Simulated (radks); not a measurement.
Results of a calculation; reference values are marked as such.
Valence configurations of Co3+ (all share [Ar]). Level of theory: scalar-relativistic Kohn-Sham, SCAN, spin-polarised, spherical densities, finite nucleus; open shells are filled with parallel spins first; meta-GGA in the generalised Kohn-Sham scheme; Fermi nuclear charge, rms radius 3.7875 fm (a radial shooting solver on a logarithmic mesh with Libxc functionals). Energies are relative to 3d6; eigenvalues in eV for spin up.

\begin{tabular}{lrrrrr}
valence & E (eV) & moment (Bohr magnetons) & e(3d) & e(4p) & e(4s) \\ \hline
3d6 & 0.000 & 4 & -47.459 & - & - \\
3d5 4p1 & 18.339 & 6 & -57.131 & -28.548 & - \\
3d5 4s0.5 4p0.5 & 14.101 & 6 & -56.556 & -28.336 & -36.921 \\
3d4 4s1 4p1 & 40.769 & 6 & -65.279 & -31.208 & -40.419 \\
3d4.5 4s0.5 4p1 & 28.929 & 6 & -61.173 & -29.904 & -38.688 \\
3d5.5 4p0.5 & 8.811 & 5 & -52.247 & -26.601 & - \\
3d3 4s2 4p1 & 73.145 & 4 & -73.922 & -32.833 & -42.435 \\
3d5.5 4s0.5 & 4.750 & 5 & -51.668 & - & -34.545 \\
\end{tabular}

NIST lists [Ar] 3d6 as the ground configuration; this level of theory agrees among the configurations tried. The energies are those of spherical high-spin densities, not of single terms. No valid solution was reached for [Ar] 3d5 4s1; [Ar] 3d4 4s2.
